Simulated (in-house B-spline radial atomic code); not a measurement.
Orbital energies and mean radii along the 73-electron series, configuration 1s2 2s2 2p6 3s2 3p6 3d10 4s2 4p6 4d10 4f14 5s2 5p6 5d3/2(4) 5d5/2(1). The effective charge is n√(-2ε), a non-relativistic measure. Computed with an all-electron radial atomic-structure program (B-spline basis): Dirac-Hartree-Fock, jj configuration that fills j = l - 1/2 first, finite nuclei.

| ion | Z | energy of 4d5/2 (Eh) | mean radius of 4d5/2 (bohr) | energy of 5p3/2 (Eh) | mean radius of 5p3/2 (bohr) | energy of 5d5/2 (Eh) | mean radius of 5d5/2 (bohr) | effective charge of 4d5/2 |
| --- | --- | --- | --- | --- | --- | --- | --- | --- |
| Re2+ | 75 | -11.066 | 0.50485 | -2.5497 | 1.2424 | -0.94009 | 1.8044 | 18.818 |
| Os3+ | 76 | -12.268 | 0.49365 | -3.2084 | 1.1926 | -1.4637 | 1.6271 | 19.814 |
| Ir4+ | 77 | -13.569 | 0.48283 | -3.9355 | 1.1461 | -2.0523 | 1.4983 | 20.838 |
| Pt5+ | 78 | -14.96 | 0.4724 | -4.7231 | 1.1031 | -2.6994 | 1.3975 | 21.879 |
| Au6+ | 79 | -16.434 | 0.46234 | -5.5665 | 1.0633 | -3.4012 | 1.3149 | 22.932 |
| Hg7+ | 80 | -17.987 | 0.45264 | -6.463 | 1.0266 | -4.1549 | 1.2451 | 23.992 |
| Tl8+ | 81 | -19.618 | 0.44329 | -7.4105 | 0.9925 | -4.9586 | 1.1847 | 25.055 |

Q: How does the screening of 4d5/2 change?

A: Z less the effective charge goes from 56.18 at Z = 75 to 55.94 at Z = 81.
